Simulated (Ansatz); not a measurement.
Consider the ligand exchange at a B–C bond: `OCBBr` + CH₃NH₂ → `CNBBr` + CH₃OH.

Gas-phase electronic energies from Ansatz, PBE0-D4/def2-TZVP geometries. CBS: MP2 limit from def2 TZ/QZ plus the TZ coupled-cluster correction, frozen cores. This one scheme is used for every species. Functionals use def2-TZVPP. B3LYP here is the variant with VWN-RPA as its local correlation; programs differ in this. For Br outer-core shells are correlated without core-valence functions, which leaves a few kJ/mol of doubt a bond. Scalar relativity is left out up to krypton. Each species was taken in one conformer, which may not be the lowest.

| level | ΔE (kcal/mol) | difference from CCSD(T)/CBS |
| --- | --- | --- |
| PBE-D4 | -32.5 | 1.2 |
| BLYP-D4 | -33.8 | -0.1 |
| r2SCAN-D4 | -33.3 | 0.4 |
| B97M-V | -32.7 | 1.0 |
| B3LYP-D4 | -34.3 | -0.6 |
| r2SCAN0-D4 | -33.7 | 0.0 |
| PBE | -32.6 | 1.1 |
| BLYP | -34.1 | -0.4 |
| B3LYP | -34.5 | -0.8 |
| BHLYP | -35.0 | -1.3 |
| LC-ωPBE | -33.8 | -0.1 |
| MP2/def2-SVP | -38.9 | -5.2 |
| CCSD/def2-SVP | -38.2 | -4.5 |
| HF/def2-TZVPP | -35.5 | -1.8 |
| SCS-MP2/def2-QZVPP | -35.0 | -1.3 |
| MP2/CBS(def2) | -34.4 | -0.7 |
| CCSD(T)/CBS | -33.7 | 0 |

Largest T1 diagnostic among the species: 0.011.

Leaving LDA and LC-ωPBE aside and taking each functional with its dispersion term where it has one, the values, not all of them listed here, spread over 2.6 kcal/mol, from BHLYP-D4 to revPBE-D4. From BLYP to BHLYP (50 % exact exchange), in def2-TZVPP and without D4, ΔE moves by −0.9 kcal/mol.
